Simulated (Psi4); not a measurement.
H3O2 (SMILES O[OH2+]), charge +1, singlet, geometry from GFN2-xTB. Base run: BLYP/3-21G (Psi4).

Here is a job for Psi4.
```
memory 2 GB

molecule {
1 1
O     0.13464923    0.56165021   -0.32045018
O    -0.15653641   -0.64820873    0.35880197
H     1.08363793    0.77080803   -0.07973702
H    -0.42483443   -1.31694617   -0.30866757
H    -0.48370607    1.23860633    0.08159027
}

set {
  basis 3-21g
}

energy('blyp')
print_variables()
```

The base run was repeated with changes; each row names its change, and settings that it needs were set with it.

```csv
change,E (Eh),core-seconds (rough)
base,-150.94453,2
functional = bhhlyp,-150.89419,2
functional = x3lyp,…,3
functional = m06-2x,-150.90112,4
functional = m11,-150.84807,3
functional = pbe0,-150.81413,3
functional = b3lyp5,…,2
functional = dsd-pbep86,-150.63986,3
functional = r2scan,…,4
functional = wb97x-v,-150.91599,30
functional = revpbe,…,3
functional = wb97m-v,-150.92787,30
functional = scan,-150.91531,4
```

Question: Fill in the missing entries.

Answer: 
- functional = x3lyp, E (Eh): -150.91675
- functional = b3lyp5, E (Eh): -150.90427
- functional = r2scan, E (Eh): -150.89517
- functional = revpbe, E (Eh): -150.92584

Total energies compare only within one method and basis.
